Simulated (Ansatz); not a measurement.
`[O]=[W](=[S])([Cl])[Cl]` + NH₃ → `[NH2][W](=[O])(=[S])[Cl]` + HCl at 500 K and 1 bar (ligand exchange at a W–Cl bond).

Computed with Ansatz on PBE0-D4/def2-TZVP structures; ΔE is electronic, products minus reactants. CCSD(T)/CBS is the MP2 limit (def2-TZVPP, def2-QZVPP) plus CCSD(T) − MP2 in def2-TZVPP, frozen cores. This one scheme is used for every species. def2 core potentials past Kr. For W outer-core shells are correlated without core-valence functions, which leaves a few kJ/mol of doubt a bond. Each species was taken in one conformer, which may not be the lowest.

```json
{"species": "`[O]=[W](=[S])([Cl])[Cl]`", "CCSD(T)/CBS energy (Eh)": "-1459.66461", "H − E (kJ/mol)": "59.2", "S (J/(mol·K))": "410.9"}
{"species": "NH₃", "CCSD(T)/CBS energy (Eh)": "-56.50880", "H − E (kJ/mol)": "108.2", "S (J/(mol·K))": "211.8"}
{"species": "`[NH2][W](=[O])(=[S])[Cl]`", "CCSD(T)/CBS energy (Eh)": "-1055.77782", "H − E (kJ/mol)": "127.8", "S (J/(mol·K))": "417.5"}
{"species": "HCl", "CCSD(T)/CBS energy (Eh)": "-460.38127", "H − E (kJ/mol)": "32.5", "S (J/(mol·K))": "201.9"}
```

H − E and S are ideal-gas, rigid-rotor, harmonic terms from PBE0-D4/def2-TZVP, for one conformer and one mirror image of each species. 1 Eh = 2625.50 kJ/mol, R = 8.31446 J/(mol·K).

Problem. By hand: ΔE, ΔH, ΔS and ΔG.

Solution. ΔE = (-1055.77782) + (-460.38127) − (-1459.66461) − (-56.50880) = 0.01432 Eh = 37.6 kJ/mol. Δ(H − E) = 127.8 + 32.5 − 59.2 − 108.2 = -7.1, so ΔH = 30.5 kJ/mol. ΔS = 417.5 + 201.9 − 410.9 − 211.8 = -3.3 J/(mol·K). ΔG = 30.5 − 500 × (-3.3)/1000 = 32.1 kJ/mol.

Problem. By hand: the equilibrium constant, and the temperature at which ΔG would vanish if ΔH and ΔS stayed fixed.

Solution. log₁₀ K = −ΔG/(RT ln 10) = -3.4. ΔH and −TΔS have one sign here, so there is no such temperature.

The number of gas molecules stays the same, so ΔS is small and ΔH decides. A doubt of 5 kJ/mol in ΔE shifts log₁₀ K by 0.5 here. Other conformers and mirror images would add mixing entropy, several J/(mol·K) or more a flexible species. These are equilibria of isolated gas molecules and say nothing of rates. Largest T1 diagnostic: 0.022 (customary marks: 0.02 for closed shells, 0.045 for open ones).

ΔS is within the doubt of such terms, so its sign, and with it that verdict, could turn.
